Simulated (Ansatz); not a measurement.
`CN[SiH](C)N` + `[OH][InH][SH]` → `C[SiH](N)S` + `C[NH][InH][OH]`  (redistribution)

Computed with Ansatz on PBE0-D4/def2-TZVP structures; ΔE is electronic, products minus reactants. CCSD(T)/CBS adds triple-zeta CCSD(T) − MP2 to the extrapolated MP2 energy (def2 sets, frozen cores). DFT in def2-TZVPP. def2 core potentials past Kr. For In outer-core shells are correlated without core-valence functions, which leaves a few kJ/mol of doubt a bond. Each species was taken in one conformer, which may not be the lowest.

```tsv
level	ΔE (eV)
PBE0-D4	0.87
HF/def2-QZVPP	1.00
```

What does CCSD(T)/CBS give? (Estimate.)

Ansatz gave: +0.82 eV. The listed levels differ from it by 0.05, 0.18 eV.

Largest T1 diagnostic among the species: 0.016.

From PBE to PBE0 (25 % exact exchange), in def2-TZVPP and without D4, ΔE moves by +0.06 eV. In def2-TZVPP, CCSD(T) changes the Hartree–Fock value by −0.16 eV (the triples alone add −0.02 eV) and MP2 by −0.17 eV.
